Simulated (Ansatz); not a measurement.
A run on C$_{2}$H$_{3}$Cl$_{3}$Ge (`C=[CH][Ge]([Cl])([Cl])[Cl]`) with other settings.

```yaml
crystal:
  periodic: [false, false, false]
  atoms:
    - {symbol: C, position_ang: [1.590810, -1.313019, -0.053841]}
    - {symbol: C, position_ang: [0.281649, -0.691155, 0.747801]}
    - {symbol: Ge, position_ang: [-1.083532, 1.039383, -0.194900]}
    - {symbol: Cl, position_ang: [-3.618525, 0.250303, -0.456153]}
    - {symbol: Cl, position_ang: [-0.186113, 1.747686, -2.605423]}
    - {symbol: Cl, position_ang: [-1.107723, 3.214445, 1.349613]}
    - {symbol: H, position_ang: [2.351796, -2.292816, 0.496746]}
    - {symbol: H, position_ang: [1.956829, -0.874760, -1.284370]}
    - {symbol: H, position_ang: [-0.074566, -1.138191, 1.979151]}
basis:
  gaussian: {orbitals: x2c-TZVPPall}
total_charge: 1
magnetization: {spin_polarized: true, initial_magnetization: 1}
hamiltonian: {xc: {name: BLYP}, dispersion: d4}
```

```sh
$ ansatz run in.yaml --threads 4 --pin off --events-out ev --progress --plain --max-ram 11315MiB
```

Shortened log:

```
Functional definition: BLYP
1808 factors; their error is unknown
mean field evaluation 1: about -96895.5015 eV, gradient 5.0e1 eV
mean field evaluation 2: about -96689.2590 eV, gradient 1.4e2 eV
mean field evaluation 4: about -96883.9551 eV, gradient 5.7e1 eV
mean field evaluation 8: about -96903.6437 eV, gradient 2.7e1 eV
mean field evaluation 16: about -96909.2934 eV, gradient 3.0e-2 eV
mean field evaluation 64: about -96909.3146 eV, gradient 1.3e-1 eV
mean field evaluation 160: about -96909.2897 eV, gradient 3.6e-1 eV
mean field -96909.31673398 eV, -3561.3517024796 hartree, gradient 8.4e-6 eV, S^2 0.753191; 16 other end points of the search recorded, 0 dependent functions left out
reference -96909.31718257 eV, -3561.3517189652 hartree; 49, 48 occupied and 229, 230 virtual orbitals, 1808 factors
Total energy: -96909.82056353 eV, -3561.3702178742 hartree
Relativity: scalar
```

Run time 97 s (4 threads of an Arm Neoverse V1 on a shared host); peak host memory 1.1 GiB.
